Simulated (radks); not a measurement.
Results of a calculation; reference values are marked as such.
All-electron atom: the gold ion Au41+ in [Kr] 4d2.

Code: a radial shooting solver on a logarithmic mesh with Libxc functionals. Model: Dirac Kohn-Sham, PBE, spin-unpolarised, spherical densities, finite nucleus; open shells fill j = l - 1/2 first; Fermi nuclear charge, rms radius 5.4371 fm.

Energy parts (eV):
| part | energy |
|---|---|
| total | -489215.07 |
| kinetic | 566106.84 |
| electron-nucleus | -1155496.50 |
| Hartree | 108047.25 |
| exchange-correlation | -7872.66 |

Orbitals (lengths in bohr, moments of r in powers of bohr):
[
 {"orbital": "1s1/2", "occ.": "2", "eigenvalue (eV)": "-82506.48", "<1/r>": "95.68"},
 {"orbital": "2s1/2", "occ.": "2", "eigenvalue (eV)": "-16112.46", "<1/r>": "23.53"},
 {"orbital": "2p1/2", "occ.": "2", "eigenvalue (eV)": "-15534.58", "<1/r>": "23.49"},
 {"orbital": "2p3/2", "occ.": "4", "eigenvalue (eV)": "-13698.23", "<1/r>": "19.14"},
 {"orbital": "3s1/2", "occ.": "2", "eigenvalue (eV)": "-5197.686", "<1/r>": "8.741"},
 {"orbital": "3p1/2", "occ.": "2", "eigenvalue (eV)": "-4942.113", "<1/r>": "8.653"},
 {"orbital": "3p3/2", "occ.": "4", "eigenvalue (eV)": "-4526.081", "<1/r>": "7.527"},
 {"orbital": "3d3/2", "occ.": "4", "eigenvalue (eV)": "-4108.295", "<1/r>": "7.410"},
 {"orbital": "3d5/2", "occ.": "6", "eigenvalue (eV)": "-4018.234", "<1/r>": "7.154"},
 {"orbital": "4s1/2", "occ.": "2", "eigenvalue (eV)": "-2356.780", "<1/r>": "4.123"},
 {"orbital": "4p1/2", "occ.": "2", "eigenvalue (eV)": "-2245.756", "<1/r>": "4.048"},
 {"orbital": "4p3/2", "occ.": "4", "eigenvalue (eV)": "-2115.048", "<1/r>": "3.670"},
 {"orbital": "4d3/2", "occ.": "2", "eigenvalue (eV)": "-1937.929", "<1/r>": "3.550"},
 {"orbital": "4d5/2", "occ.": "0", "eigenvalue (eV)": "-1910.056", "<1/r>": "3.464"}
]

The highest occupied level is 4d3/2 at -1937.9 eV. For comparison, the ionisation energy in NIST's Atomic Spectra Database is 1967 eV (theoretical). In exact Kohn-Sham theory the highest level is minus the ionisation energy, but local and semilocal functionals leave it too shallow, through self-interaction and a potential that decays too fast; potentials with the right tail come closer. Summed over all electrons, <r^2> = 2.282 bohr^2, which gives a Langevin (diamagnetic) susceptibility term of -1.81 x 10^-6 cm^3/mol. The electron density at the nucleus is 2.146e+06 e/bohr^3. The density falls to 0.001 e/bohr^3 at r = 1.00 bohr.

Beside tabulated values, note that spin-unpolarised runs miss the spin-polarisation part of the exchange energy of open shells.
